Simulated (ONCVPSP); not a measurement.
# titanium: ONCV pseudisation with PBE, scalar-relativistic reference atom.

```json
{"Element": "Ti (Z = 22)", "Generator": "ONCVPSP 4.0.1", "Type": "optimised norm-conserving Vanderbilt (ONCV)", "Functional": "PBE", "Relativity": "scalar-relativistic", "Frozen core": "[Ne]", "Valence charge": "12", "Reference configuration": "3s2 3p6 3d2 4s1.75 4p0.25", "Partial waves": "3s+4s: rc 1.60 bohr, ncon 4, nbas 8, qcut 5.9 1/bohr, 2 projectors; 3p+4p: rc 2.20 bohr, ncon 4, nbas 7, qcut 5.2 1/bohr, 2 projectors; 3d: rc 2.15 bohr, ncon 3, nbas 8, qcut 6.4 1/bohr, 2 projectors, debl 3.2 Ha; f scattering state at 0.05 Ha: rc 2.35 bohr, ncon 4, nbas 7, qcut 5.5 1/bohr, 1 projector", "Local potential": "polynomial inside 1.40 bohr (lpopt 5, dvloc0 4 Ha)", "Core correction": "none"}
```

All-electron outer shells of the reference configuration (PBE, scalar-relativistic, ld1.x):

```
shell  level (eV)  outermost node (bohr)  outermost maximum (bohr)
   2s     -537.28                   0.09                      0.27
   2p     -444.60                      –                      0.22
   3s      -62.98                   0.40                      0.87
   3p      -39.21                   0.37                      0.90
   4s       -4.67                   1.24                      2.92
   3d       -4.58                      –                      0.98
   4p       -1.63                   1.39                      3.80
```

Results:

- Cutoffs needed: 17 Ha and 25 Ha (the cutoffs (Ha) at which the residual kinetic energy of the hardest occupied pseudo-wave falls to 1 and 0.1 mHa per electron)
- Ghost test: no bound ghost flagged; no localised positive-energy state flagged
- Largest excitation error: -454 meV (all-electron minus pseudo) for 3s1 3p6 3d2 4s2 4p0, out of 4 test configurations

Generation and tests took about 3.3 s on one core of a shared server CPU.
